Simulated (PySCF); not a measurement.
C₂H₇ClSi₂, SMILES Cl[Si@@H]1CC[SiH2]1. The structure is a stationary point at PBE-D3(BJ)/def2-SVP. The structure was generated by enumeration; whether it is a known compound was not checked.

**Question.** Give the equilibrium geometry at PBE-D3(BJ)/def2-SVP (PySCF confirms it by a frequency run) as bond lengths and angles. (An estimate is asked for; the answer gives what the named calculation found.)

**Answer.** 
Atoms: Cl1 Si2 C3 C4 Si5 H6 H7 H8 H9 H10 H11 H12. Bond lengths (Å): Cl1–Si2 2.091, Si2–C3 1.918, Si2–Si5 2.343, Si2–H6 1.506, C3–C4 1.560, C3–H7 1.109, C3–H8 1.111, C4–Si5 1.936, C4–H9 1.110, C4–H10 1.111, Si5–H11 1.506, Si5–H12 1.505. Bond angles (°): Cl1–Si2–C3 117.3, Cl1–Si2–Si5 125.5, Cl1–Si2–H6 107.2, C3–Si2–Si5 77.3, C3–Si2–H6 112.1, Si5–Si2–H6 114.7, Si2–C3–C4 97.0, Si2–C3–H7 118.0, Si2–C3–H8 108.0, C4–C3–H7 115.2, C4–C3–H8 110.5, H7–C3–H8 107.6, C3–C4–Si5 99.6, C3–C4–H9 114.3, C3–C4–H10 110.7, Si5–C4–H9 116.5, Si5–C4–H10 108.4, H9–C4–H10 107.1, Si2–Si5–C4 74.7, Si2–Si5–H11 112.9, Si2–Si5–H12 125.8, C4–Si5–H11 111.2, C4–Si5–H12 118.3, H11–Si5–H12 109.6.
